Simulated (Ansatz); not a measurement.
Mulliken charges of CH4ClFGeOS (`C[O][Ge]([F])([SH])[Cl]`) from ωB97M-V/def2-TZVPP in Ansatz (PBE0-D4/def2-TZVP geometry).

```csv
atom,x (Å),y (Å),z (Å),charge (e)
C1,0.625,-0.806,-1.324,-0.187
O2,0.752,0.078,-0.219,-0.390
Ge3,-0.583,0.286,0.886,0.866
F4,-1.959,0.691,-0.078,-0.355
S5,-0.095,1.834,2.335,-0.220
Cl6,-1.124,-1.524,1.862,-0.238
H7,1.561,-0.758,-1.880,0.128
H8,-0.196,-0.510,-1.983,0.135
H9,0.465,-1.838,-0.994,0.122
H10,0.554,2.546,1.395,0.139
```

Question: By hand: the dipole of these point charges (1 e Å = 4.8032 D).

Answer: Σ q r = (0.376, 0.046, -0.265) e Å, of length 0.462 e Å = 2.22 D.

Question: How does the dipole of the full density compare? (Best estimate.)

Answer: Ansatz gave: (0.300, 0.049, -0.162) e Å, 1.65 D; the point charges give 1.35 times that, at 7° from its direction.

Point charges leave out the atoms' own dipoles, such as those of lone pairs, and Mulliken's split depends on the basis, so the two needn't agree.
